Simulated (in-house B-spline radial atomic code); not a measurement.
RPA and G0W0 on PBE: Pt⁵⁺

Configuration [Xe] 4f14 5d5, highest spin, mean-field start PBE. Computed with a B-spline radial code for spherical atoms: all electrons, scalar-relativistic (spin-free one-electron X2C), finite nucleus, each spin shell either full or empty, empty states to l = 9 with an (l + 1/2)⁻⁴ tail; G0W0 by contour deformation at full frequency.

Without the two-electron picture change, the correlation of inner shells comes somewhat too large for so heavy an element.

Command:
```bash
python run_gw.py task.json out
```
Settings (radii: box in bohr, nucleus in fm):
```
Z                        78
electrons                73
configuration            [Xe] 4f14 5d5
hamiltonian              x2c
method                   pbe,pbe
lmax                     9
rms_radius               5.427
spin_polarised           True
box_radius               10.43
intervals                66
```

Cost of the run: 8.7 s on 1 thread of Arm Neoverse V1, on a shared host.

Energies (hartree):

```csv
term,value
mean-field total,-18410.07460
Hartree-Fock functional on these orbitals,-18404.66904
direct second order,-7.5438
second-order exchange,1.8852
SOSEX correction,1.7767
```

**Question.** What is the RPA correlation energy, and what remains with SOSEX?

**Answer.** RPA gives -6.6183 hartree (-2.47 eV per electron); RPA + SOSEX gives -4.8416, and the second-order doubles -5.6586 hartree (no singles). SOSEX takes back 27 % of the RPA value.

Quasi-particle levels (eV):

```csv
level,occupied,mean field,Σx - vxc,Σc,QP weight,G0W0
5d up,yes,-69.31,-8.10,?,?,?
5p down,yes,-119.99,-9.74,0.06,0.931,-129.67
4f down,yes,-137.88,-22.79,7.51,0.884,-153.16
5d down,no,-64.80,9.76,-3.50,0.952,-58.55
```

G0W0 = mean field + (Σx - vxc) + Σc, with Σc (partial-wave tail included) taken at the quasi-particle energy. Only the outer levels were computed. Levels of low weight are left out.

**Question.** Where does G0W0 put 5d up?

**Answer.** At -77.64 eV, with Σc = -0.23 eV and a quasi-particle weight of 0.946. The tabulated removal energy is 75 ± 2 eV (NIST, tabulated theory); the calculation leaves out spin-orbit coupling, Breit and QED terms, and what these don't explain is the method's own error.
